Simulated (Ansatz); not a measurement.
Gas-phase electronic energies from Ansatz, PBE0-D4/def2-TZVP geometries. CCSD(T)/CBS is the MP2 limit (def2-TZVPP, def2-QZVPP) plus CCSD(T) − MP2 in def2-TZVPP, frozen cores. This one scheme is used for every species. def2 core potentials past Kr. For I outer-core shells are correlated without core-valence functions, which leaves a few kJ/mol of doubt a bond. Each species was taken in one conformer, which may not be the lowest.

Reaction (cleavage of the Si–Al bond): `N[SiH2][Al]([OH])[Cl]` + HI → `N[SiH2]I` + `[OH][AlH][Cl]`

`N[SiH2][Al]([OH])[Cl]`:

Z-matrix (Å, degrees):
```
Si
Al 1 2.456
N 1 1.731 2 115.3
H 1 1.490 2 109.0 3 -121.0
H 1 1.490 2 108.8 3 121.1
Cl 2 2.116 1 119.6 3 -1.4
O 2 1.691 1 122.6 3 178.6
H 3 1.009 1 118.0 2 66.2
H 3 1.009 1 117.9 2 -68.8
H 7 0.956 2 124.3 1 179.9
```

HI:

Cartesian coordinates in Å:
```
I 0.396 -0.592 -0.375
H -0.396 0.592 0.375
```

`N[SiH2]I`:

Cartesian coordinates in Å:
```
N -0.306 -1.091 0.109
Si 0.365 0.475 0.169
I -0.642 2.121 -1.371
H -1.232 -1.249 0.477
H -0.136 -1.674 -0.695
H 1.790 0.393 -0.216
H 0.161 1.026 1.526
```

`[OH][AlH][Cl]`:

```xyz
5

O    -0.259   -0.045    1.261
Al    0.007   -0.306   -0.381
Cl    0.603    1.288   -1.604
H    -0.156    0.801    1.695
H    -0.195   -1.739   -0.971
```

```
                species  HF/def2-TZVPP energy (Eh)
`N[SiH2][Al]([OH])[Cl]`                -1122.83210
                     HI                 -297.24257
             `N[SiH2]I`                 -642.48349
        `[OH][AlH][Cl]`                 -777.63491
```

Task: Work out ΔE.

Result: ΔE = (-642.48349) + (-777.63491) − (-1122.83210) − (-297.24257) = -0.04373 Eh = -114.8 kJ/mol. CCSD(T)/CBS gives -104.9 kJ/mol.

Largest T1 diagnostic among the species: 0.012.

From PBE to PBE0 (25 % exact exchange), in def2-TZVPP and without D4, ΔE moves by −6.7 kJ/mol.
